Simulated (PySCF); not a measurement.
CH5ClFNSi. Atoms are numbered in the order given.

```xyz
10

N     -1.4128    -1.2535     0.2089
Si    -0.3677    -0.0210    -0.3552
Cl    -0.4950     1.8020     0.6880
C      1.4363    -0.5351    -0.1022
F      1.7179    -1.6897    -0.8202
H     -2.3831    -1.2878    -0.0877
H     -1.2894    -1.6764     1.1238
H     -0.7085     0.2540    -1.7699
H      1.6388    -0.7116     0.9710
H      2.1146     0.2744    -0.4272
```
Charge 0, spin multiplicity 1.

Geometry optimised at B3LYP-D3(BJ)/def2-SVP. The structure was generated by enumeration; whether it is a known compound was not checked. The values are those of a single conformer.

Computed with PBE/pcSseg-1 (PySCF).

GIAO shieldings, no solvent; atoms listed in one row are averaged. δ = σ(ref) − σ: ¹⁵N against NH3 (σ = 267.0 ppm); ²⁹Si against TMS (σ = 335.4 ppm); ³⁵Cl against HCl (σ = 936.5 ppm); ¹³C against TMS (σ = 182.0 ppm); ¹⁹F against CFCl3 (σ = 133.6 ppm); ¹H against TMS (σ = 31.49 ppm), references at their B3LYP-D3(BJ)/def2-TZVP geometries, non-relativistic (without spin–orbit terms, shifts of atoms bonded to Cl or Br come out too high).

Computed chemical shifts:
```
nucleus  atoms  count  δ (ppm)
-------  -----  -----  -------
¹⁵N         N1      1     41.8
²⁹Si       Si2      1     -9.3
³⁵Cl       Cl3      1     77.0
¹³C         C4      1     82.6
¹⁹F         F5      1   -312.7
¹H          H8      1     5.64
¹H         H10      1     4.90
¹H          H9      1     4.80
¹H          H6      1     1.69
¹H          H7      1     1.32
```
